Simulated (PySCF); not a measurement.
**How methods differ on the excitation energy of He⁺**

He⁺ 1s1 (2S) → He⁺ 2p1 (2P), as a difference of total energies. Calculation: PySCF 2.14, in aug-cc-pVQZ-DK; scalar relativity by spin-free X2C-1e. The calculations carry no spin-orbit coupling.

```tsv
method	excitation energy (eV)
UHF	41.008
LDA	39.235
PBE	40.113
PBE0	40.334
r2SCAN	40.486
M06	40.281
B97-3	40.282
LC-wPBE	40.467
B3LYP	40.268
```

For comparison: 40.814 eV (measured; NIST levels, between the centres of gravity of the two terms).
